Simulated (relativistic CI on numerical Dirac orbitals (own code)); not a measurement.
**Forbidden lines of K¹²⁺**

Method of calculation: Dirac-Coulomb-Breit CI, orbitals from a KLI potential per configuration, a model potential for QED, unscaled Slater integrals (own radial code, finite nucleus).

CI space (outside the closed core 1s2): 2s²2p³, 2s2p⁴, 2p⁵, 2p⁴3s, 2s²2p²3s, 2p⁴3p, 2p⁴3d, 2s²2p²3p, 2s²2p²3d, 2s2p³3s, 2s2p³3p, 2s2p³3d, 2s²2p²4s, 2s²2p²4p, 2s²2p²4d, 2s²2p²4f. Levels of other configurations are missing.

```
λ vac (Å)              Lower                 Upper  Type   A (s⁻¹)        gf  Branching (%)
   25.062  2s²2p³ ²D°3/2 [2]  2s2p³3d ²G°7/2 [151]    E2  1.04e+09  7.81e-04            2.9
   25.098  2s²2p³ ²D°5/2 [3]  2s2p³3d ²G°9/2 [150]    E2  1.12e+09  1.06e-03           22.8
   28.898  2s²2p³ ⁴S°3/2 [1]  2s²2p²3p ⁴D°7/2 [29]    E2  1.55e+08  1.55e-04            6.5
   29.002  2s²2p³ ⁴S°3/2 [1]  2s²2p²3p ⁴D°5/2 [26]    E2  1.44e+08  1.09e-04            4.1
   29.091  2s²2p³ ⁴S°3/2 [1]  2s²2p²3p ⁴D°3/2 [25]    E2  1.43e+08  7.24e-05            3.2
   29.123  2s²2p³ ⁴S°3/2 [1]  2s²2p²3p ⁴D°1/2 [24]    E2  1.14e+08  2.90e-05            5.1
   29.140    2s2p⁴ ⁴P5/2 [6]   2s2p³3p ⁴F9/2 [109]    E2  1.62e+08  2.07e-04            3.0
   29.583  2s²2p³ ²D°5/2 [3]  2s²2p²3p ²D°5/2 [34]    E2  1.82e+08  1.43e-04            2.7
   29.697  2s²2p³ ²D°3/2 [2]  2s²2p²3p ²D°3/2 [31]    E2  1.89e+08  1.00e-04            3.1
   30.086  2s²2p³ ²D°5/2 [3]  2s²2p²3p ⁴D°1/2 [24]    E2  6.28e+07  1.70e-05            2.8
   30.120  2s²2p³ ²D°3/2 [2]  2s²2p²3p ²S°1/2 [23]    E2  1.37e+08  3.74e-05            2.9
   30.168  2s²2p³ ²D°5/2 [3]  2s²2p²3p ²S°1/2 [23]    E2  1.07e+08  2.93e-05            2.3
   585.84  2s²2p³ ⁴S°3/2 [1]     2s²2p³ ²P°3/2 [5]    M1  1.88e+03  3.87e-07           63.2
   612.76  2s²2p³ ⁴S°3/2 [1]     2s²2p³ ²P°1/2 [4]    M1  9.29e+02  1.05e-07           73.5
   909.40  2s²2p³ ⁴S°3/2 [1]     2s²2p³ ²D°5/2 [3]    E2  1.74e-01  1.30e-10            2.4
   909.40  2s²2p³ ⁴S°3/2 [1]     2s²2p³ ²D°5/2 [3]    M1  5.58e+00  4.15e-09           77.6
   955.31  2s²2p³ ⁴S°3/2 [1]     2s²2p³ ²D°3/2 [2]    M1  2.42e+02  1.32e-07          100.0
   1514.8  2s²2p³ ²D°3/2 [2]     2s²2p³ ²P°3/2 [5]    M1  7.43e+02  1.02e-06           25.0
   1646.6  2s²2p³ ²D°5/2 [3]     2s²2p³ ²P°3/2 [5]    M1  3.45e+02  5.61e-07           11.6
   1708.9  2s²2p³ ²D°3/2 [2]     2s²2p³ ²P°1/2 [4]    M1  3.34e+02  2.92e-07           26.4
  18922.4  2s²2p³ ²D°3/2 [2]     2s²2p³ ²D°5/2 [3]    M1  1.44e+00  4.64e-07           20.0
```

Terms are leading LS components. Brackets give the number of a level in order of energy, since labels repeat. The list gives strong lines, with weight on those to low levels, among the lowest 200 of 359 levels, so that lines to higher ones, which can be the strongest, are missing. Levels whose partners in the same complex of configurations lie outside the list can be far off, and so can their lines. Rates are taken at the computed energies, electric ones in the length gauge.

At this charge energies of transitions that change n are usually good to better than 1 %, and those within a shell (Δn = 0) to a few per cent.

(1) From the table, what is the radiative lifetime of 2s²2p³ ²P°3/2?

Answers

(1) The listed rates from this level add up to about 2.97e+03 s⁻¹, 100 % of its decay; with all channels τ = 3.36e-04 s.
